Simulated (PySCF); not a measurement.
PbI⁺: from constants to spectrum

RHF-CCSD(T) constants of PbI⁺, ¹Σ⁺ (singlet), closed shell (Pb def2-SVP with ECP60, I def2-SVP with ECP28; scalar-relativistic core potentials (PySCF 2.14); masses 207.9766 and 126.9045 u):

| Property | Result |
| --- | --- |
| ωe | 200.2 cm⁻¹ |
| ωexe | 0.295 cm⁻¹ |
| Be | 0.028866 cm⁻¹ |
| αe | 5.75e-05 cm⁻¹ |

Question: What force constant and bond length do these constants imply?

Answer: Reduced mass μred = 78.814 u; k = 5.8918×10⁻⁷·μred·ωe² (u, cm⁻¹, mdyn/Å) = 1.86 mdyn/Å; Re = √(16.8576/(μred·Be)) (u, cm⁻¹, Å) = 2.722 Å.

Question: Estimate the centrifugal constant D from the Kratzer relation and find the Dunham coefficient a1.

Answer: D = 4Be³/ωe² = 2.4e-09 cm⁻¹; a1 = −1 − αeωe/(6Be²) = -3.30.

Correlated steps freeze 8 core orbitals. These are scalar-relativistic numbers at best; spin–orbit coupling would shift them, the dissociation energy most.
